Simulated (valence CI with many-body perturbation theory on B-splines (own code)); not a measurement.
Energy levels of Rb³¹⁺

Level of theory: configuration interaction combined with many-body perturbation theory (CI+MBPT): four valence electrons over a frozen Dirac-Fock core [He], radial functions for each j: 11 s, 11 p, 10 d, 8 f, 5 g, 2 h, with the one-electron correlation potential Σ1 (screened to all orders), the two-electron term Σ2, the three-electron term Σ3, Breit, model QED; selected single and double excitations, second order for the rest, scaled by the run's own slope (own B-spline code, finite nucleus).

The last digits are not significant, and no measured levels were compared; by estimate large intervals hold to a few tenths of a per cent, small ones and those within an open d or f shell to about a per cent. Among the levels kept, up to 1100 cm⁻¹ of a level comes from second order outside the variational space, and about a tenth of that is noise between levels of different J, which matters for small intervals.

Levels 136 to 180 of 194, with energies above the lowest level, (2s^2 2p1/2^2) J=0. "Leading %" is the weight of the configuration and term that name the level; weights of strongly mixed levels are sums over their largest components and can fall short. In the jj column 3d3/2^4 stands for four electrons in 3d with j = 3/2. Lifetimes count E1, E2, E3, M1 and M2 decay at the calculated energies, and are blank where another channel may lead or the interval is too uncertain; long ones can be off by a factor of two.

| No. | Configuration | Term | J | E (eV) | Leading % | Second component | g | Lifetime | Leading jj |
| --- | --- | --- | --- | --- | --- | --- | --- | --- | --- |
| 136 | 2s 2p2 3d | 3G | 5 | 2466.3 | 71 | 29 % 2s 2p2 3d 5F | 1.253 | 72.3 ps | 2s 2p3/2^2 3d5/2 (86 %) |
| 137 | 2s 2p2 3d | 3D | 3 | 2467.5 | 44 | 22 % 2s 2p2 3d 3F | 1.302 | 10.8 fs | 2s 2p3/2^2 3d3/2 (66 %) |
| 138 | 2s 2p2 3d | 3D | 2 | 2469.1 | 35 | 23 % 2s 2p2 3d 3P | 1.317 | 11.3 fs | 2s 2p3/2^2 3d3/2 (83 %) |
| 139 | 2s 2p2 3p | 3D° | 3 | 2471.8 | 76 | 10 % 2s 2p2 3p 3F° | 1.283 | 73.4 fs | 2s 2p3/2^2 3p3/2 (88 %) |
| 140 | 2s 2p2 3d | 3P | 1 | 2471.9 | 39 | 17 % 2s 2p2 3d 5P | 1.558 | 12.4 fs | 2s 2p3/2^2 3d3/2 (78 %) |
| 141 | 2s 2p2 3p | 3P° | 0 | 2471.9 | 67 | 32 % 2s 2p2 3p 1S° |  | 797 fs | 2s 2p3/2^2 3p3/2 (82 %) |
| 142 | 2s 2p2 3d | 3F | 4 | 2474.4 | 39 | 36 % 2s 2p2 3d 1G | 1.118 | 15.2 fs | 2s 2p3/2^2 3d3/2 (83 %) |
| 143 | 2s 2p2 3p | 3P° | 2 | 2475.1 | 82 | 6 % 2s 2p2 3p 3D° | 1.467 | 219 fs | 2s 2p3/2^2 3p3/2 (89 %) |
| 144 | 2s 2p2 3p | 1P° | 1 | 2476.7 | 48 | 40 % 2s 2p2 3p 3P° | 1.222 | 44.3 fs | 2s 2p3/2^2 3p3/2 (88 %) |
| 145 | 2s 2p2 3d | 1S | 0 | 2480.9 | 49 | 46 % 2s 2p2 3d 3P |  | 23.1 fs | 2s 2p3/2^2 3d5/2 (72 %) |
| 146 | 2s 2p2 3p | 1D° | 2 | 2482.0 | 43 | 37 % 2s 2p2 3p 3P° | 1.248 | 775 fs | 2s 2p3/2^2 3p3/2 (86 %) |
| 147 | 2s 2p2 3d | 3D | 3 | 2482.0 | 38 | 30 % 2s 2p2 3d 1F | 1.139 | 14.0 fs | 2s 2p3/2^2 3d5/2 (71 %) |
| 148 | 2p3 3p | 5P | 1 | 2482.7 | 32 | 13 % 2p3 3p 3P | 1.669 | 39.4 fs | 2p1/2^2 2p3/2 3p1/2 (76 %) |
| 149 | 2p3 3p | 5P | 2 | 2483.9 | 28 | 15 % 2p3 3p 3P | 1.367 | 44.0 fs | 2p1/2^2 2p3/2 3p1/2 (80 %) |
| 150 | 2s 2p2 3d | 3S | 1 | 2484.4 | 28 | 28 % 2s 2p2 3d 1P | 1.501 | 16.3 fs | 2s 2p3/2^2 3d5/2 (66 %) |
| 151 | 2s 2p2 3d | 3P | 2 | 2486.5 | 36 | 31 % 2s 2p2 3d 1D | 1.247 | 10.9 fs | 2s 2p3/2^2 3d5/2 (81 %) |
| 152 | 2s 2p2 3p | 1P° | 1 | 2492.2 | 51 | 18 % 2s 2p2 3p 3S° | 1.162 | 111 fs | 2s 2p3/2^2 3p3/2 (79 %) |
| 153 | 2p3 3p | 5P | 3 | 2501.2 | 48 | 31 % 2p3 3p 3D | 1.443 | 60.7 fs | 2p1/2^2 2p3/2 3p3/2 (87 %) |
| 154 | 2p3 3p | 3P | 1 | 2502.9 | 42 | 16 % 2p3 3p 1P | 1.485 | 40.4 fs | 2p1/2^2 2p3/2 3p3/2 (89 %) |
| 155 | 2p3 3s | 3D° | 2 | 2503.3 | 44 | 36 % 2p3 3s 5S° | 1.468 | 155 fs | 2p1/2 2p3/2^2 3s (89 %) |
| 156 | 2p3 3s | 3D° | 1 | 2510.5 | 44 | 42 % 2p3 3s 3S° | 1.266 | 74.4 fs | 2p1/2 2p3/2^2 3s (85 %) |
| 157 | 2s 2p2 3d | 3D | 1 | 2511.8 | 44 | 37 % 2s 2p2 3d 1P | 0.802 | 14.4 fs | 2s 2p3/2^2 3d3/2 (74 %) |
| 158 | 2p3 3p | 3P | 2 | 2512.1 | 31 | 25 % 2p3 3p 5P | 1.337 | 45.9 fs | 2p1/2^2 2p3/2 3p3/2 (79 %) |
| 159 | 2s 2p2 3d | 3D | 3 | 2514.4 | 42 | 39 % 2s 2p2 3d 3F | 1.181 | 17.8 fs | 2s 2p3/2^2 3d5/2 (53 %) |
| 160 | 2s 2p2 3d | 3F | 4 | 2514.5 | 78 | 11 % 2s 2p2 3d 1G | 1.205 | 227 fs | 2s 2p3/2^2 3d5/2 (91 %) |
| 161 | 2s 2p2 3d | 3D | 2 | 2515.8 | 49 | 25 % 2s 2p2 3d 3F | 0.990 | 11.1 fs | 2s 2p3/2^2 3d3/2 (87 %) |
| 162 | 2p3 3s | 3D° | 3 | 2516.8 | 94 |  | 1.325 | 95.9 fs | 2p1/2 2p3/2^2 3s (94 %) |
| 163 | 2s 2p2 3d | 3D | 2 | 2518.0 | 39 | 32 % 2s 2p2 3d 3P | 1.223 | 13.4 fs | 2s 2p3/2^2 3d3/2 (56 %) |
| 164 | 2s 2p2 3d | 3D | 3 | 2518.3 | 76 | 6 % 2s 2p2 3d 1F | 1.281 | 73.3 fs | 2s 2p3/2^2 3d5/2 (74 %) |
| 165 | 2s 2p2 3d | 3D | 1 | 2518.9 | 85 | 5 % 2s 2p2 3d 3P | 0.601 | 12.7 fs | 2s 2p3/2^2 3d3/2 (86 %) |
| 166 | 2p3 3s | 1D° | 2 | 2521.1 | 67 | 28 % 2p3 3s 3D° | 1.050 | 71.0 fs | 2p1/2 2p3/2^2 3s (96 %) |
| 167 | 2s 2p2 3d | 3P | 0 | 2521.6 | 38 | 35 % 2p3 3p 3P |  | 10.2 fs | 2s 2p3/2^2 3d3/2 (50 %) |
| 168 | 2s 2p2 3d | 1D | 2 | 2523.3 | 54 | 30 % 2s 2p2 3d 3D | 1.077 | 80.3 fs | 2s 2p3/2^2 3d5/2 (79 %) |
| 169 | 2s 2p2 3d | 1F | 3 | 2523.6 | 63 | 18 % 2s 2p2 3d 3D | 1.078 | 7.05 fs | 2s 2p3/2^2 3d5/2 (52 %) |
| 170 | 2p3 3p | 3P | 0 | 2523.7 | 43 | 34 % 2s 2p2 3d 3P |  | 32.0 fs | 2p1/2^2 2p3/2 3p3/2 (42 %) |
| 171 | 2s 2p2 3d | 3P | 1 | 2525.7 | 57 | 30 % 2s 2p2 3d 1P | 1.326 | 9.39 fs | 2s 2p3/2^2 3d5/2 (71 %) |
| 172 | 2p3 3p | 5P | 1 | 2534.9 | 30 | 23 % 2p3 3p 3D | 1.469 | 52.4 fs | 2p1/2 2p3/2^2 3p1/2 (91 %) |
| 173 | 2p3 3d | 3D° | 2 | 2535.6 | 31 | 28 % 2p3 3d 5D° | 1.113 | 306 fs | 2p1/2^2 2p3/2 3d3/2 (91 %) |
| 174 | 2s 2p2 3d | 1D | 2 | 2536.0 | 64 | 17 % 2s 2p2 3d 3P | 1.077 | 6.90 fs | 2s 2p3/2^2 3d5/2 (64 %) |
| 175 | 2p3 3d | 5D° | 3 | 2537.1 | 39 | 18 % 2p3 3d 3F° | 1.262 | 737 fs | 2p1/2^2 2p3/2 3d3/2 (73 %) |
| 176 | 2p3 3d | 5D° | 0 | 2539.0 | 49 | 35 % 2p3 3d 3P° |  | 1.35 ps | 2p1/2^2 2p3/2 3d3/2 (82 %) |
| 177 | 2p3 3d | 5D° | 1 | 2539.1 | 53 | 20 % 2p3 3d 3P° | 1.293 | 81.2 fs | 2p1/2^2 2p3/2 3d3/2 (85 %) |
| 178 | 2p3 3p | 3F | 2 | 2540.2 | 31 | 23 % 2p3 3p 3D | 1.154 | 42.3 fs | 2p1/2 2p3/2^2 3p1/2 (88 %) |
| 179 | 2p3 3d | 5D° | 4 | 2541.2 | 50 | 32 % 2p3 3d 3F° | 1.336 | 5.61 ps | 2p1/2^2 2p3/2 3d5/2 (90 %) |
| 180 | 2p3 3s | 3P° | 0 | 2541.5 | 90 | 5 % 2p3 3d 5D° |  | 139 fs | 2p1/2 2p3/2^2 3s (90 %) |
